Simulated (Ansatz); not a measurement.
formaldehyde (CH₂O), singlet, at a GFN2-xTB geometry, atoms displaced at random by about 0.05 Å a coordinate. Base run: Ansatz (a quantum-chemistry and plane-wave program) with PBE0/6-31G**.

Input for Ansatz:
Ansatz 0.2 input:
```yaml
crystal:
  periodic: [false, false, false]
  atoms:
    - {symbol: O, position_ang: [-0.05269361, 0.02867767, 0.60094153]}
    - {symbol: C, position_ang: [0.01844810, -0.02708043, -0.70365064]}
    - {symbol: H, position_ang: [0.00456585, 0.93476904, -1.20512104]}
    - {symbol: H, position_ang: [0.13488519, -0.99504616, -1.15539963]}
basis:
  gaussian:
    orbitals: 6-31G__.json
hamiltonian:
  xc: pbe0
relax: {}
```
The basis file holds 6-31G** in the JSON format of the Basis Set Exchange.

Each row names what was changed in the base input (with any setting that the change needs).

```json
[
 {"change": "base", "ΔE vs base (kcal/mol)": "0.000", "optimiser steps": "6"},
 {"change": "relax = max_displacement: 0.02", "ΔE vs base (kcal/mol)": "0.000", "optimiser steps": "8"},
 {"change": "relax = escape_saddle: false", "ΔE vs base (kcal/mol)": "0.000", "optimiser steps": "6"},
 {"change": "relax = f_tol: 0.1", "ΔE vs base (kcal/mol)": "0.001", "optimiser steps": "5"},
 {"change": "relax = f_tol: 0.0005", "ΔE vs base (kcal/mol)": "0.000", "optimiser steps": "7"},
 {"change": "relax = max_displacement: 0.5", "ΔE vs base (kcal/mol)": "0.000", "optimiser steps": "7"},
 {"change": "relax = f_tol: 0.05", "ΔE vs base (kcal/mol)": "0.001", "optimiser steps": "5"}
]
```
